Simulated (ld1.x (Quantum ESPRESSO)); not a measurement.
Values are calculated unless marked as measured or tabulated.
**Potentials for carbon (C) compared**

Generated with ld1.x 7.5 (TM, RRKJ, ultrasoft, PAW), atompaw 4.2 or ONCVPSP 4.0.1. The cutoff is in Ry: for ld1.x and atompaw files where the sum of valence levels is converged to 10 mRy in a Bessel basis, for ONCV files where the hardest occupied wave has 1 mHa per electron of residual kinetic energy. The error is the largest all-electron minus pseudo excitation energy over each file’s own four to seven test configurations (ionisations up to +4, promotions, holes and added fractions of an electron), all of which were solved. The labels leave out finer settings (local radius, basis sizes, second energies), which also bear on the numbers. Spin-polarised tests are not counted. The rows are a selection from randomly drawn settings: files with unsolved tests, undetermined cutoffs or missed reference levels are left out.

```csv
potential,cutoff (Ry),largest error (meV),bound ghosts
"RRKJ, revPBE, scalar-relativistic, rc 1.15/3.25 (sp), local p, core correction yes, reference 2s2 2p2",50,+2757,none
"ultrasoft, PBE, fully relativistic, rc 1.45/2.05 (sp), local smoothed, core correction yes, reference 2s1.75 2p2.25",15,-8.5,none
"TM, PBE, non-relativistic, rc 1.00/2.00/1.90 (spd), local s, core correction no, reference 2s2 2p1",40,+383,none
"RRKJ, PBE, scalar-relativistic, rc 0.85/1.90/1.45 (spd), local s, core correction yes, reference 2s2 2p2",80,+546,none
"RRKJ, LDA (PZ), scalar-relativistic, rc 1.00/2.05/2.10 (spd), local s, core correction no, reference 2s2 2p2",35,+850,none
"RRKJ, PBE, non-relativistic, rc 1.05/2.00 (sp), local smoothed, core correction yes, reference 2s1 2p3",45,+938,none
"TM semilocal, PBE, non-relativistic, rc 1.15/1.35 (sp), local p, core correction no, reference 2s1.5 2p2.5",50,+366,none
```

Question: Fill in the row for C: RRKJ, PW91, scalar-relativistic, rc 1.15/1.90/2.05 (spd), local p, core correction no, reference 2s2 2p2.

Answer: cutoff 60 Ry, largest error +498 meV, bound ghosts: none.
